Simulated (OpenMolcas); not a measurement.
**F3+: input and output**

Input:

```
&GATEWAY
Coord
1

F 0.0 0.0 0.0
Basis=ANO-R1
Group=XYZ
NoMove
AngMom=0.0 0.0 0.0
AMFI
&SEWARD
&RASSCF
FileOrb=start.orb
Symmetry=1
Spin=3
nActEl=4 0 0
Inactive=1 0
Ras2=1 3
CIRoot=3 3 1
SDav=6
CIMx=300
Iter=120 100
PrWF=0.3
OrbListing=Nothing
MaxOrb=0
Atom
>>> COPY $Project.JobIph JOB001
&RASSCF
FileOrb=start.orb
Symmetry=1
Spin=1
nActEl=4 0 0
Inactive=1 0
Ras2=1 3
CIRoot=6 6 1
SDav=12
CIMx=300
Iter=120 100
PrWF=0.3
OrbListing=Nothing
MaxOrb=0
Atom
>>> COPY $Project.JobIph JOB002
&RASSCF
FileOrb=start.orb
Symmetry=2
Spin=5
nActEl=4 0 0
Inactive=1 0
Ras2=1 3
CIRoot=1 1 1
SDav=1
CIMx=300
Iter=120 100
PrWF=0.3
OrbListing=Nothing
MaxOrb=0
Atom
>>> COPY $Project.JobIph JOB003
&RASSCF
FileOrb=start.orb
Symmetry=2
Spin=3
nActEl=4 0 0
Inactive=1 0
Ras2=1 3
CIRoot=9 9 1
SDav=9
CIMx=300
Iter=120 100
PrWF=0.3
OrbListing=Nothing
MaxOrb=0
Atom
>>> COPY $Project.JobIph JOB004
&RASSCF
FileOrb=start.orb
Symmetry=2
Spin=1
nActEl=4 0 0
Inactive=1 0
Ras2=1 3
CIRoot=8 8 1
SDav=8
CIMx=300
Iter=120 100
PrWF=0.3
OrbListing=Nothing
MaxOrb=0
Atom
>>> COPY $Project.JobIph JOB005
&RASSI
NrOfJobIphs=5 3 6 1 9 8
1 2 3
1 2 3 4 5 6
1
1 2 3 4 5 6 7 8 9
1 2 3 4 5 6 7 8
IphNames
JOB001
JOB002
JOB003
JOB004
JOB005
EJob
SpinOrbit
DIPRint=1.0
SOCoupling=1000.0
Subsets=2
MEES
Property=10
'ANGMOM' 1 'ANGMOM' 2 'ANGMOM' 3 'MLTPL  1' 1 'MLTPL  1' 2 'MLTPL  1' 3
'AMFI' 1 'AMFI' 2 'AMFI' 3 'MLTPL  2' 6
SOProperty=3
'ANGMOM' 1 'ANGMOM' 2 'ANGMOM' 3
```

Launched by
```bash
OMP_NUM_THREADS=1 MOLCAS_MEM=1689 MOLCAS_PROJECT=a pymolcas a.inp > a.log  # once for each step of the input, in one work folder
```

A driver script runs the steps one by one and writes start.orb anew before each from the orbitals found so far.

Output, cut to the results:

```
--- SEWARD ---
Basis set label: F.ANO-R...3S2P1D.

      Electronic valence basis set:
      ------------------
      Associated Effective Charge   9.000000 au
      Associated Actual Charge      9.000000 au
      Nuclear Model: Finite nucleus - Gaussian distribution
        Gaussian exponent, Xi/bohr**(-2):  5.35469E+08

      Shell  nPrim  nBasis  Cartesian Spherical Contaminant
         s      13       3        X
         p       8       2        X
         d       4       1                 X
                  Relativistic X2C integrals
                  Atomic mean-field integrals
--- RASSCF ---
Wave function specifications:
      -----------------------------

      Number of closed shell electrons           2
      Number of electrons in active shells       4
      Max number of holes in RAS1 space          0
      Max nr of electrons in RAS3 space          0
      Number of inactive orbitals                1
      Number of active orbitals                  4
      Number of secondary orbitals               9
      Spin quantum number                      1.0
      State symmetry                             1
Orbital specifications:
      -----------------------

      Symmetry species                           1   2
                                                ag  au
      Frozen orbitals                            0   0
      Inactive orbitals                          1   0
      Active orbitals                            1   3
      RAS1 orbitals                              0   0
      RAS2 orbitals                              1   3
      RAS3 orbitals                              0   0
      Secondary orbitals                         6   3
      Deleted orbitals                           0   0
      Number of basis functions                  8   6
      Number of CSFs                             6
      Number of root(s) required                 3
      Iter CI   SX   CI       RASSCF       Energy    max ROT     max BLB   max BLB  Level Ln srch  Step   QN
          iter iter root      energy       change     param      element    value   shift minimum  type update
 Nr of preliminary CI iterations:   1
        1   1    4    0   -95.36803756    0.00E+00  -2.77E-02    3   6 2  4.09E-02*  0.00   0.00    SX    NO
        2   1    4    0   -95.37130701   -3.27E-03*  3.37E-03    3   6 2 -4.90E-03*  0.00   0.00    SX    NO
        3   1    4    0   -95.37135274   -4.57E-05* -4.53E-04    3   6 2  6.60E-04*  0.00   0.00    SX    NO
        4   1    3    0   -95.37135353   -7.90E-07* -5.92E-05    3   6 2 -8.63E-05   0.00   0.00    SX    NO
        5   1    3    0   -95.37135355   -1.36E-08*  6.94E-06    3   6 2  1.14E-05   0.00   0.88    QN   YES
        6   1    2    0   -95.37135355   -2.40E-10   1.26E-07    1   2 1  1.16E-07   0.00   1.00    QN   YES
      Convergence after  6 iterations
        7   1    2    0   -95.37135355   -5.68E-14   1.26E-07    1   3 1  9.38E-09   0.00   1.00    QN   YES
      Natural orbitals and occupation numbers for root  1
      sym 1:   1.967007
      sym 2:   1.000000   1.000000   0.032993
      Natural orbitals and occupation numbers for root  2
      sym 1:   1.967007
      sym 2:   0.032993   1.000000   1.000000
      Natural orbitals and occupation numbers for root  3
      sym 1:   1.967007
      sym 2:   1.000000   0.032993   1.000000
::    RASSCF root number  1 Total energy:    -95.37135355
::    RASSCF root number  2 Total energy:    -95.37135355
::    RASSCF root number  3 Total energy:    -95.37135355
--- RASSCF ---
Wave function specifications:
      -----------------------------

      Number of closed shell electrons           2
      Number of electrons in active shells       4
      Max number of holes in RAS1 space          0
      Max nr of electrons in RAS3 space          0
      Number of inactive orbitals                1
      Number of active orbitals                  4
      Number of secondary orbitals               9
      Spin quantum number                      0.0
      State symmetry                             1
Orbital specifications:
      -----------------------

      Symmetry species                           1   2
                                                ag  au
      Frozen orbitals                            0   0
      Inactive orbitals                          1   0
      Active orbitals                            1   3
      RAS1 orbitals                              0   0
      RAS2 orbitals                              1   3
...
--- RASSI ---
SPIN-FREE ENERGIES:
  (Shifted by EMIN (a.u.) =        -95.3713535477)

 SF State       Relative EMIN(au)   Rel lowest level(eV)    D:o, cm**(-1)      L_eff

     1             0.0000000000        0.0000000000              0.0000         1.0
     2             0.0000000000        0.0000000000              0.0000         1.0
     3             0.0000000000        0.0000000000              0.0000         1.0
     4             0.1253220326        3.4101862340          27505.0069         2.0
     5             0.1253220326        3.4101862340          27505.0069         2.0
     6             0.1253220326        3.4101862340          27505.0069         2.0
     7             0.1253220326        3.4101862340          27505.0069         2.0
     8             0.1253220326        3.4101862340          27505.0069         2.0
     9             0.2364708896        6.4347007125          51899.3613         0.0
    10             0.2703164795        7.3556861323          59327.6097         0.0
    11             0.6603296115       17.9684841086         144925.5981         2.0
    12             0.6603296115       17.9684841086         144925.5981         2.0
    13             0.6603296115       17.9684841086         144925.5981         2.0
    14             0.6603296115       17.9684841086         144925.5981         2.0
    15             0.6603296115       17.9684841086         144925.5981         2.0
    16             0.7834961266       21.3200157241         171957.5236         1.0
    17             0.7834961266       21.3200157241         171957.5236         1.0
    18             0.7834961266       21.3200157241         171957.5236         1.0
    20             1.0654446057       28.9922246886         233838.0621         2.0
    21             1.0654446057       28.9922246886         233838.0621         2.0
    22             1.0654446057       28.9922246886         233838.0621         2.0
...
```

Levels above the lowest, from the spin-orbit matrix, grouped by J:

```csv
Configuration,Term,J,E (cm⁻¹),Measured (cm⁻¹),g,Term weight %
2s² 2p²,³P,0,0.0,0.0,,100
2s² 2p²,³P,1,219,225,1.501,100
2s² 2p²,³P,2,638,613,1.501,100
2s² 2p²,¹D,2,27938,25241,1.000,100
2s² 2p²,¹S,0,52336,53544,,100
2s 2p³,⁵S°,2,59756,,2.002,100
2s 2p³,³D°,2,145351,147889,1.167,100
2s 2p³,³D°,1,145352,147902,0.499,100
2s 2p³,³D°,3,145356,147842,1.334,100
2s 2p³,³P°,0,172388,,,100
2s 2p³,³P°,1,172389,175242,1.501,100
2s 2p³,³P°,2,172393,175237,1.501,100
2s 2p³,¹D°,2,234269,,1.000,100
2s 2p³,³S°,1,238426,,2.002,100
2s 2p³,¹P°,1,261173,257390,1.000,100
```

Against the 10 measured excited levels shown (Moore, Atomic Energy Levels, vol. I, NSRDS-NBS 35 (1971 reprint of NBS Circular 467, 1949)) the mean absolute deviation is 2100 cm-1; the largest miss in energy is 2s 2p³ ¹P°₁: computed 261173, measured 257390 cm⁻¹ (+1.5 %), and the largest in proportion 2s² 2p² ¹D₂ (+10.7 %).

The basis is small and was not contracted for so high a charge. Computed and measured levels are paired by configuration, term and J; levels that our copy of the source lacks, or whose pairing is in doubt (as where it misses far off the trend of its configuration), stay unpaired and out of the deviations. Only configurations of the active space appear. The first state left out of the spin-orbit step lies near 350000 cm-1 above the lowest spin-free state of the reference (among the parities and spins computed), and the list stops at four fifths of that energy or lower.

The term weight is that of the spin-free term in the level, not the purity of its configuration. ° marks odd parity.
